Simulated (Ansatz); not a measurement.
ReS2⁻. Charge -1, multiplicity 1. Geometry PBE0-D4/def2-TZVP, that of the neutral doublet.

Cartesian coordinates in Å:
```
Re 0.629 0.057 -0.348
S 0.194 -1.585 0.841
S -0.823 1.528 -0.493
```

In the def2 sets Re takes a core potential; there is no spin–orbit coupling. The restricted singlet is unstable towards broken spin symmetry in Hartree–Fock (as tested in another run); at PBE-D4/def2-TZVPD, r2SCAN-D4/def2-TZVPD, PBE0-D4/def2-TZVPD this wasn't settled. At PBE-D4/def2-TZVPD, r2SCAN-D4/def2-TZVPD the highest occupied level of the charge -1 singlet lies above zero (up to 0.68 eV). Its loss leaves the charge 0 doublet, which lies 1.78 eV higher (vertical, at PBE-D4/def2-TZVPD), but this difference is unsure: the doublet is doubtful (at the level of its geometry, ⟨S²⟩ 1.38, where a pure state has 0.75). At PBE-D4/def2-TZVPD an occupied level of the charge -1 singlet lies above an empty one (by up to 0.01 eV), so this SCF solution is probably not the lowest. The structure comes from a short search, and lower isomers may exist.

**Question.** Estimate the orbital energies around the gap (eV) in Ansatz with PBE-D4/def2-TZVPD, r2SCAN-D4/def2-TZVPD, PBE0-D4/def2-TZVPD.

**Answer.** 
```json
{"orbital": "HOMO−5", "PBE-D4/def2-TZVPD": "-3.15", "r2SCAN-D4/def2-TZVPD": "-3.35", "PBE0-D4/def2-TZVPD": "-4.18"}
{"orbital": "HOMO−4", "PBE-D4/def2-TZVPD": "-2.99", "r2SCAN-D4/def2-TZVPD": "-3.19", "PBE0-D4/def2-TZVPD": "-4.08"}
{"orbital": "HOMO−3", "PBE-D4/def2-TZVPD": "-2.46", "r2SCAN-D4/def2-TZVPD": "-2.74", "PBE0-D4/def2-TZVPD": "-3.64"}
{"orbital": "HOMO−2", "PBE-D4/def2-TZVPD": "-1.76", "r2SCAN-D4/def2-TZVPD": "-1.95", "PBE0-D4/def2-TZVPD": "-2.73"}
{"orbital": "HOMO−1", "PBE-D4/def2-TZVPD": "0.07", "r2SCAN-D4/def2-TZVPD": "-0.15", "PBE0-D4/def2-TZVPD": "-0.99"}
{"orbital": "HOMO", "PBE-D4/def2-TZVPD": "0.68", "r2SCAN-D4/def2-TZVPD": "0.39", "PBE0-D4/def2-TZVPD": "-0.61"}
{"orbital": "LUMO", "PBE-D4/def2-TZVPD": "0.67", "r2SCAN-D4/def2-TZVPD": "0.82", "PBE0-D4/def2-TZVPD": "1.62"}
{"orbital": "LUMO+1", "PBE-D4/def2-TZVPD": "1.48", "r2SCAN-D4/def2-TZVPD": "1.62", "PBE0-D4/def2-TZVPD": "2.35"}
{"orbital": "LUMO+2", "PBE-D4/def2-TZVPD": "2.02", "r2SCAN-D4/def2-TZVPD": "2.17", "PBE0-D4/def2-TZVPD": "2.80"}
{"orbital": "LUMO+3", "PBE-D4/def2-TZVPD": "2.92", "r2SCAN-D4/def2-TZVPD": "3.22", "PBE0-D4/def2-TZVPD": "3.44"}
{"orbital": "LUMO+4", "PBE-D4/def2-TZVPD": "3.23", "r2SCAN-D4/def2-TZVPD": "3.72", "PBE0-D4/def2-TZVPD": "3.59"}
{"orbital": "LUMO+5", "PBE-D4/def2-TZVPD": "3.34", "r2SCAN-D4/def2-TZVPD": "3.82", "PBE0-D4/def2-TZVPD": "3.72"}
```
